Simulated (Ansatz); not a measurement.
Steps of a relaxation of `N[SiH]N[SiH2]N` radical with UKS PBE0-D4/def2-TZVP.

```sh
$ ansatz run in.yaml --threads 2 --pin off --events-out ev --progress --plain --max-ram 22528MiB --backend cuda --devices 0, --max-vram 18GiB
```

```yaml
crystal:
  periodic: [false, false, false]
  atoms:
    - {symbol: N, position_ang: [-1.162500, -1.622030, 0.224140]}
    - {symbol: Si, position_ang: [0.452200, -1.810500, -0.354820]}
    - {symbol: N, position_ang: [1.068930, -0.218830, -0.700290]}
    - {symbol: Si, position_ang: [0.400660, 1.340740, -0.398240]}
    - {symbol: N, position_ang: [-0.314750, 1.244190, 1.175630]}
    - {symbol: H, position_ang: [-1.581310, -2.347210, 0.781450]}
    - {symbol: H, position_ang: [-1.394080, -0.709980, 0.589590]}
    - {symbol: H, position_ang: [0.395590, -2.574080, -1.608770]}
    - {symbol: H, position_ang: [1.865640, -0.223680, -1.314480]}
    - {symbol: H, position_ang: [1.519010, 2.282970, -0.551560]}
    - {symbol: H, position_ang: [-0.722390, 1.705270, -1.268360]}
    - {symbol: H, position_ang: [-0.785120, 2.068900, 1.512250]}
    - {symbol: H, position_ang: [0.258120, 0.864230, 1.913460]}
basis:
  gaussian: {orbitals: def2-TZVP}
magnetization: {spin_polarized: true, initial_magnetization: 1}
hamiltonian: {xc: pbe0, dispersion: d4}
relax: {f_tol: 0.005, max_steps: 150}
```

Positions (Å) and forces (eV/Å) along the path, 12 of 16 steps:

```xyz
13
step=1 energy=-20348.1349 eV
N    -1.163   -1.622    0.224    0.175    0.051   -0.074
Si    0.452   -1.810   -0.355   -0.172    0.320    0.390
N     1.069   -0.219   -0.700   -0.352   -0.078    0.052
Si    0.401    1.341   -0.398    0.041   -0.699    0.458
N    -0.315    1.244    1.176    0.097    0.102   -0.087
H    -1.581   -2.347    0.781   -0.026   -0.095   -0.020
H    -1.394   -0.710    0.590   -0.034    0.139    0.196
H     0.396   -2.574   -1.609    0.133   -0.375   -0.514
H     1.866   -0.224   -1.314    0.220    0.012   -0.070
H     1.519    2.283   -0.552    0.213    0.340   -0.129
H    -0.722    1.705   -1.268   -0.211    0.251   -0.302
H    -0.785    2.069    1.512   -0.180    0.047    0.038
H     0.258    0.864    1.913    0.096   -0.015    0.064
13
step=2 energy=-20348.1994 eV
N    -1.170   -1.617    0.241   -0.122    0.326    0.367
Si    0.418   -1.827   -0.401    0.052    0.127    0.314
N     1.060   -0.237   -0.701   -0.168    0.031   -0.072
Si    0.410    1.329   -0.391   -0.067   -0.226    0.072
N    -0.307    1.271    1.185    0.083    0.117    0.102
H    -1.624   -2.408    0.690    0.138    0.261   -0.190
H    -1.328   -0.749    0.772    0.119   -0.550   -0.304
H     0.393   -2.603   -1.677   -0.082   -0.076   -0.171
H     1.891   -0.240   -1.276    0.032    0.017    0.069
H     1.520    2.299   -0.577    0.124    0.035   -0.001
H    -0.693    1.745   -1.291   -0.087    0.044   -0.040
H    -0.855    2.072    1.477    0.035   -0.188   -0.062
H     0.286    0.964    1.947   -0.059    0.084   -0.085
13
step=4 energy=-20348.2435 eV
N    -1.160   -1.583    0.234   -0.079   -0.058    0.212
Si    0.421   -1.832   -0.403    0.044    0.033   -0.090
N     1.050   -0.243   -0.717    0.188   -0.028   -0.169
Si    0.399    1.314   -0.395   -0.056    0.000   -0.005
N    -0.270    1.276    1.201    0.067    0.170    0.209
H    -1.692   -2.392    0.535    0.091    0.220   -0.088
H    -1.246   -0.809    0.891   -0.008   -0.186   -0.148
H     0.336   -2.621   -1.690   -0.062    0.034    0.104
H     1.945   -0.240   -1.193   -0.134    0.020    0.124
H     1.523    2.277   -0.609   -0.035   -0.053    0.007
H    -0.737    1.733   -1.265    0.034   -0.030    0.049
H    -0.947    1.993    1.442    0.175   -0.196   -0.031
H     0.379    1.127    1.969   -0.224    0.075   -0.175
13
step=5 energy=-20348.2636 eV
N    -1.128   -1.545    0.239    0.169   -0.175   -0.074
Si    0.451   -1.820   -0.411   -0.326   -0.083    0.054
N     1.096   -0.246   -0.736   -0.170    0.069    0.039
Si    0.382    1.284   -0.400    0.054   -0.006    0.006
N    -0.226    1.276    1.219   -0.035    0.090    0.053
H    -1.770   -2.317    0.367    0.174    0.216   -0.022
H    -1.210   -0.832    0.953   -0.059   -0.040    0.037
H     0.251   -2.628   -1.663    0.029   -0.025   -0.017
H     2.033   -0.224   -1.102    0.127    0.034   -0.010
H     1.458    2.279   -0.681    0.011    0.002    0.028
H    -0.797    1.633   -1.235   -0.023   -0.038    0.019
H    -0.957    1.930    1.455   -0.070    0.016   -0.089
H     0.415    1.210    1.994    0.119   -0.062   -0.024
13
step=6 energy=-20348.2204 eV rejected
N    -1.126   -1.564    0.243   -0.533    0.055    0.342
Si    0.380   -1.832   -0.494    1.030    0.168    0.068
N     1.069   -0.246   -0.723    0.264   -0.278   -0.232
Si    0.379    1.293   -0.412   -0.165    0.044    0.166
N    -0.204    1.354    1.208   -0.019   -0.091    0.063
H    -1.762   -2.342    0.288   -0.149    0.019    0.037
H    -1.171   -0.983    1.078    0.047   -0.113   -0.365
H     0.214   -2.648   -1.747   -0.219    0.172   -0.026
H     2.060   -0.212   -0.939   -0.237   -0.120    0.017
H     1.477    2.276   -0.658   -0.064   -0.039   -0.165
H    -0.838    1.586   -1.214    0.109    0.074   -0.099
H    -0.947    2.001    1.413   -0.045    0.051    0.090
H     0.469    1.318    1.957   -0.019    0.057    0.103
13
step=7 energy=-20348.2737 eV
N    -1.117   -1.549    0.243    0.076   -0.062   -0.016
Si    0.434   -1.829   -0.450   -0.074   -0.008    0.043
N     1.098   -0.251   -0.730   -0.027   -0.013   -0.017
Si    0.379    1.277   -0.402    0.010    0.010    0.005
N    -0.218    1.295    1.220   -0.029    0.053    0.039
H    -1.761   -2.317    0.360    0.026    0.067   -0.025
H    -1.189   -0.861    0.981    0.005   -0.017   -0.002
H     0.200   -2.608   -1.716    0.000    0.007   -0.009
H     2.067   -0.223   -1.008    0.004   -0.002   -0.006
H     1.451    2.275   -0.690    0.004   -0.006    0.009
H    -0.810    1.599   -1.232   -0.005   -0.026    0.000
H    -0.971    1.930    1.438   -0.020    0.014   -0.020
H     0.438    1.262    1.986    0.030   -0.019    0.000
13
step=8 energy=-20348.2766 eV
N    -1.091   -1.543    0.250    0.006   -0.058    0.008
Si    0.449   -1.838   -0.448   -0.068    0.053   -0.014
N     1.112   -0.258   -0.711    0.041   -0.034   -0.011
Si    0.368    1.262   -0.399   -0.014    0.003    0.011
N    -0.212    1.312    1.228    0.008   -0.006    0.028
H    -1.791   -2.265    0.279   -0.007    0.009    0.010
H    -1.168   -0.880    1.009   -0.004    0.003    0.004
H     0.181   -2.592   -1.721    0.018   -0.022   -0.017
H     2.082   -0.222   -0.984    0.014    0.019    0.008
H     1.422    2.271   -0.718   -0.009    0.002   -0.002
H    -0.839    1.534   -1.221    0.010    0.007   -0.010
H    -0.962    1.950    1.446   -0.001    0.005   -0.008
H     0.449    1.270    1.989    0.006    0.019   -0.007
13
step=10 energy=-20348.2781 eV
N    -1.074   -1.568    0.271    0.023    0.000   -0.051
Si    0.442   -1.847   -0.479   -0.016   -0.004    0.022
N     1.118   -0.267   -0.704   -0.013    0.030    0.000
Si    0.368    1.252   -0.394    0.028    0.008   -0.002
N    -0.212    1.320    1.235    0.003    0.023    0.017
H    -1.802   -2.262    0.265   -0.011    0.000    0.022
H    -1.146   -0.905    1.029   -0.005   -0.010    0.019
H     0.144   -2.570   -1.764   -0.001    0.003   -0.006
H     2.097   -0.227   -0.945    0.004   -0.002   -0.001
H     1.417    2.265   -0.713   -0.008   -0.010   -0.001
H    -0.836    1.516   -1.222    0.002   -0.014    0.002
H    -0.974    1.953    1.429    0.008   -0.015   -0.005
H     0.458    1.341    1.990   -0.015   -0.009   -0.017
13
step=11 energy=-20348.2785 eV
N    -1.086   -1.564    0.261    0.010    0.012    0.001
Si    0.436   -1.843   -0.477    0.020    0.008   -0.002
N     1.116   -0.264   -0.703    0.017   -0.002    0.000
Si    0.371    1.257   -0.395   -0.013   -0.005    0.001
N    -0.209    1.326    1.232    0.013    0.006    0.010
H    -1.797   -2.276    0.276   -0.014   -0.005    0.004
H    -1.152   -0.917    1.034    0.002   -0.007   -0.012
H     0.150   -2.566   -1.765   -0.005    0.004    0.002
H     2.096   -0.227   -0.942   -0.021   -0.009    0.003
H     1.422    2.266   -0.718   -0.003   -0.003    0.000
H    -0.834    1.517   -1.223    0.004    0.002   -0.001
H    -0.973    1.956    1.430    0.001   -0.002    0.000
H     0.458    1.336    1.990   -0.010    0.002   -0.006
13
step=13 energy=-20348.2786 eV
N    -1.082   -1.564    0.262   -0.007   -0.010   -0.007
Si    0.438   -1.845   -0.480    0.002    0.000    0.001
N     1.119   -0.267   -0.698   -0.002    0.001    0.000
Si    0.370    1.253   -0.393   -0.003    0.001    0.002
N    -0.209    1.328    1.234    0.003    0.001   -0.005
H    -1.800   -2.269    0.271    0.002    0.004    0.003
H    -1.146   -0.918    1.035    0.001    0.003    0.004
H     0.144   -2.561   -1.771   -0.001    0.002    0.000
H     2.098   -0.229   -0.939    0.004   -0.001   -0.001
H     1.419    2.264   -0.720    0.000    0.000    0.000
H    -0.835    1.509   -1.222    0.001   -0.001    0.000
H    -0.976    1.954    1.429    0.000   -0.002    0.000
H     0.458    1.345    1.991   -0.001    0.001    0.003
13
step=14 energy=-20348.2786 eV
N    -1.082   -1.565    0.262    0.007    0.004    0.002
Si    0.437   -1.846   -0.483   -0.004    0.001   -0.002
N     1.120   -0.267   -0.698   -0.002   -0.004    0.001
Si    0.371    1.253   -0.393    0.003    0.002   -0.002
N    -0.209    1.328    1.234   -0.001    0.002    0.003
H    -1.799   -2.271    0.277    0.001    0.000    0.000
H    -1.141   -0.918    1.036   -0.004   -0.001    0.000
H     0.139   -2.557   -1.775    0.002   -0.001   -0.002
H     2.100   -0.230   -0.936   -0.001    0.001   -0.001
H     1.421    2.263   -0.718    0.001    0.000    0.000
H    -0.833    1.509   -1.223   -0.001   -0.002    0.000
H    -0.980    1.951    1.426   -0.001   -0.001    0.000
H     0.456    1.349    1.992    0.000   -0.001   -0.001
13
step=16 energy=-20348.2786 eV
N    -1.082   -1.565    0.262   -0.001    0.000    0.001
Si    0.437   -1.846   -0.483    0.001    0.000    0.000
N     1.120   -0.267   -0.698    0.001    0.000   -0.001
Si    0.371    1.253   -0.393    0.000    0.000    0.000
N    -0.209    1.329    1.234    0.000    0.001    0.000
H    -1.799   -2.270    0.276    0.000    0.000    0.000
H    -1.142   -0.918    1.036    0.000    0.000    0.000
H     0.140   -2.557   -1.775    0.000    0.000    0.000
H     2.099   -0.231   -0.937    0.000    0.000    0.000
H     1.421    2.263   -0.719    0.000    0.000    0.000
H    -0.833    1.508   -1.223    0.000    0.000    0.000
H    -0.980    1.951    1.427    0.000    0.000    0.000
H     0.456    1.349    1.992    0.000    0.000    0.000
```

Run time 37 s (2 threads of an AMD EPYC 7R13 on a shared host and a share of an NVIDIA H100 80 GB); peak host memory 0.94 GiB.
